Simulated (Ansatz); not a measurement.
A CCSD(T) single point on `O[SiH2]B([SiH3])[SiH3]`.

```yaml
crystal:
  periodic: [false, false, false]
  atoms:
    - {symbol: O, position_ang: [-2.433245, 0.985701, 1.224832]}
    - {symbol: Si, position_ang: [-1.367187, -0.277811, 1.201803]}
    - {symbol: B, position_ang: [0.206302, -0.095853, -0.009853]}
    - {symbol: Si, position_ang: [0.352572, 1.432683, -1.289329]}
    - {symbol: Si, position_ang: [1.648188, -1.483724, 0.008463]}
    - {symbol: H, position_ang: [-2.712286, 1.341729, 0.380071]}
    - {symbol: H, position_ang: [-0.946713, -0.450947, 2.616288]}
    - {symbol: H, position_ang: [-2.032933, -1.544234, 0.753113]}
    - {symbol: H, position_ang: [1.001639, 2.509202, -0.480158]}
    - {symbol: H, position_ang: [1.191930, 1.179390, -2.491610]}
    - {symbol: H, position_ang: [-0.969655, 1.951794, -1.745879]}
    - {symbol: H, position_ang: [1.664831, -2.368708, 1.204942]}
    - {symbol: H, position_ang: [3.000005, -0.877627, -0.150293]}
    - {symbol: H, position_ang: [1.383650, -2.330797, -1.193790]}
basis:
  gaussian: {orbitals: def2-SVP}
correlation: {method: ccsd_t}
```

```sh
$ ansatz run in.yaml --threads 4 --pin off --events-out ev --progress --plain --max-ram 10444MiB
```

The program prints (abridged):

```
Functional definition: HF
1234 factors; integrals over basis functions are off by at most 1.2e-3 eV
mean field evaluation 1: about -26424.6394 eV, gradient 3.5e1 eV
mean field evaluation 2: about -26424.6558 eV, gradient 3.5e1 eV
mean field evaluation 4: about -26428.1805 eV, gradient 3.9e0 eV
mean field evaluation 8: about -26428.2617 eV, gradient 1.2e-1 eV
mean field evaluation 16: about -26428.2379 eV, gradient 4.6e-1 eV
mean field -26428.26186738 eV, -971.2207099069 hartree, gradient 2.6e-6 eV, S^2 0.000000; 0 other end points of the search recorded, 0 dependent functions left out
17 core orbitals not correlated: weight in the atoms' cores, before any rotation towards them, 1.000 or more for the frozen orbitals, at most 0.000 for the correlated occupied ones
reference -26428.26186738 eV, -971.2207099069 hartree; 15, 15 occupied and 95, 95 virtual orbitals, 1234 factors
second order -15.47182426 eV of doubles, -0.00000000 eV of singles
cycle   1  -16.98822516 eV  change    -1.5e0 eV  update   1.1e-1
cycle   2  -17.61116877 eV  change   -6.2e-1 eV  update   3.5e-2
cycle   3  -17.70911540 eV  change   -9.8e-2 eV  update   1.6e-2
cycle   4  -17.70316413 eV  change    6.0e-3 eV  update   5.2e-3
cycle   5  -17.70064908 eV  change    2.5e-3 eV  update   2.0e-3
cycle   6  -17.70038064 eV  change    2.7e-4 eV  update   8.0e-4
cycle   7  -17.70019469 eV  change    1.9e-4 eV  update   3.0e-4
cycle   8  -17.70021436 eV  change   -2.0e-5 eV  update   1.1e-4
cycle   9  -17.70026961 eV  change   -5.5e-5 eV  update   4.5e-5
cycle  10  -17.70026729 eV  change    2.3e-6 eV  update   1.9e-5
perturbative correction -0.45639387 eV, -0.0167721652 hartree
Total energy: -26446.41852853 eV, -971.8879548973 hartree
```

It took 9 s on 4 threads of an Arm Neoverse V2 on a shared host, with 0.69 GiB of host memory at the peak.

Correlation energy per correlated electron: -0.605 eV. T1 diagnostic: 0.0137.
